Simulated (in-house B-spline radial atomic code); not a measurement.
Settings and results of a run for Sn3+. Level of theory: non-relativistic r2SCAN, spin-polarised, spherical fractional occupations, point nucleus, inside a hard spherical wall at 2.88 bohr; calculated with a radial B-spline atomic code at the basis-set limit.

Command:
```bash
python run_scf.py task.json out
```
Settings:
```
Z                50
configuration    [Ar] 3d9 4s2 4p6 4d10 4f1 5s1
hamiltonian      nr
method           r2scan
spin_polarised   True
wall_radius      2.88
```

Output (hartree, bohr):
```
 radial grid: 43 intervals, B-splines of order 8, outer radius 2.88 bohr

 iter        energy (Eh)    residual
    1       -6003.568510    1.01e-01
    2       -6003.576178    2.02e-03
    3       -6003.576228    8.11e-04
    4       -6003.576229    4.03e-04
    5       -6003.576229    2.19e-05
    6       -6003.576229    4.19e-06
    7       -6003.576229    8.69e-07
    8       -6003.576229    3.66e-07

 total energy                     -6003.57623
 kinetic                            6005.4216
 electron-nucleus                 -14205.4950
 Hartree                            2355.4803
 exchange-correlation               -158.9831

 orbital      occ     eigenvalue          <r>       <r^2>       <1/r>       <r^4>       r_max
 1s up      1.000     -1032.2333    0.0304298  0.00123878     49.4665 3.88565e-06     0.02015
 1s down    1.000     -1032.2303    0.0304298  0.00123878     49.4664 3.88553e-06     0.02015
 2s up      1.000      -155.0038     0.131354   0.0202686     11.3213  0.00069825      0.1115
 2s down    1.000      -154.8825     0.131306   0.0202538     11.3261 0.000697254      0.1115
 2p up      3.000      -145.0383     0.112101   0.0152822     11.3122 0.000458246     0.08737
 2p down    3.000      -144.9515     0.112051   0.0152676     11.3164 0.000457346     0.08735
 3s up      1.000       -31.4902     0.349179    0.139177     4.12762   0.0293758      0.3181
 3s down    1.000       -31.3663     0.349422    0.139367     4.12292   0.0294644      0.3182
 3p up      3.000       -27.3948     0.340026    0.133916     4.04371    0.028477      0.3046
 3p down    3.000       -27.2632      0.34035    0.134169     4.03838   0.0285959      0.3048
 3d up      5.000       -19.8913     0.310355    0.113887      3.8997   0.0236718        0.25
 3d down    4.000       -19.7348      0.31084    0.114283     3.89514   0.0238659      0.2502
 4s up      1.000        -5.9023     0.835969    0.789903      1.6443    0.925679      0.7615
 4s down    1.000        -5.8596      0.83611    0.789546     1.64232    0.921125      0.7627
 4p up      3.000        -4.5013     0.881149    0.885374     1.53838     1.20153      0.7862
 4p down    3.000        -4.4561      0.88016    0.882265     1.53828     1.18591      0.7874
 4d up      5.000        -2.1647      1.01997     1.20904     1.29084     2.37562       0.853
 4d down    5.000        -2.1081      1.01232     1.18871     1.29871     2.28299      0.8537
 4f up      1.000         0.1972      1.42837     2.30888    0.833487     7.69301       1.402
 5s up      1.000        -0.9289      1.69479     3.12586    0.770303     12.1348       1.752
```

Cost of the run: 0.14 s on 1 thread of x86-64 server CPU, on a shared host.
